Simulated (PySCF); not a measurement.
NMR data simulated for an unnamed compound:

¹H NMR (500 MHz, computed): δ 7.57 (m, 2H), 7.11 (t, 1H), 6.98 (d, 2H), 4.63 (s, 2H), 4.60 (s, 3H).

¹³C{¹H} NMR (computed): δ 162.5 (C), 139.8 (CH), 126.7 (CH), 122.6 (CH).

[PySCF 2.14.0 with density-fitted response routines: GIAO HF/pcSseg-1 shieldings; coordinates at the PBE0-D3(BJ)/def2-SVP level; no relativistic terms; fast rotation and ring inversion assumed for equivalent nuclei; no solvent model; single conformer]

Chemical shifts δ = σref − σ; ¹H (σ = 31.69 ppm) and ¹³C (σ = 190.85 ppm) against TMS, all at this level.

Which of these does the molecule contain: a Si–H bond, a CH3CH2 unit, a benzene ring, an N-methyl group, an ester?

Results:


- A Si–H bond: yes (δH 4.60 (s)).
- A CH3CH2 unit: no.
- A benzene ring: yes.
- An N-methyl group: no.
- An ester: no.

The data belong to SMILES c1c(O[SiH2]O[SiH3])cccc1, C6H10O2Si2; they needn't prove each group on their own.

Carbon signals by region: 1 in the far downfield region (above 160 ppm), 3 in the sp2 and nitrile region (100–160 ppm). Above 160 ppm: 162.5, aromatic carbon bearing oxygen.

Shifts are as computed. Against solution values, carbons near 30 ppm lie about -0 ppm off and those near 130 ppm about +7 ppm. Of 1313 compounds with measured shifts, 239 miss one by over three times the rms of a fit or turn the order of signals round; such compounds aren't used in these exercises. Multiplicities follow the n + 1 count of equivalent neighbours, as no J values were calculated; m marks all less simple cases, F and P coupling included.
